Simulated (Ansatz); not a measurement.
Start from `O=CB(F)[SiH3]` and change one atom or group to get `FB([SiH3])Br`.

Ansatz, PBE0-D4/def2-TZVP geometries, multiplicity 1. Each molecule was computed in one conformer, which needn't be the lowest.

Scalar relativity is left out up to krypton.

| property | `O=CB(F)[SiH3]` |
| --- | --- |
| HOMO energy (PBE/def2-TZVPP) / eV | -5.87 |
| LUMO energy (PBE/def2-TZVPP) / eV | -4.13 |
| HOMO–LUMO gap (B3LYP/def2-TZVPP) / eV | 3.88 |
| size of the dipole moment (PBE/def2-TZVPP) / D | 1.33 |
| HOMO energy (PBE0/def2-TZVPP) / eV | -7.40 |
| size of the dipole moment (B3LYP/def2-TZVPP) / D | 1.41 |

(1) What does the change do to each property? (Best estimate.)

Results:

(1) Computed: 
| property | `FB([SiH3])Br` | shift |
| --- | --- | --- |
| HOMO energy (PBE/def2-TZVPP) / eV | -7.14 | -1.27 |
| LUMO energy (PBE/def2-TZVPP) / eV | -2.75 | 1.38 |
| HOMO–LUMO gap (B3LYP/def2-TZVPP) / eV | 6.14 | 2.26 |
| size of the dipole moment (PBE/def2-TZVPP) / D | 0.61 | -0.72 |
| HOMO energy (PBE0/def2-TZVPP) / eV | -8.38 | -0.98 |
| size of the dipole moment (B3LYP/def2-TZVPP) / D | 0.75 | -0.66 |

With PBE0 the HOMO falls by 0.98 eV and the LUMO rises by 1.25 eV, so the gap widens by about 2.23 eV. PBE moves the HOMO by -1.27 eV and ωB97M-V by -0.81 eV. The zero-point energy changes by -45.9 kJ/mol with -6 modes. Dipoles are sizes alone; their direction can turn.

B3LYP here is the variant with VWN-RPA as its local correlation; programs differ in this.

Spin–orbit coupling is left out; it splits and shifts lone-pair levels of the heavy atoms by tenths of an eV.
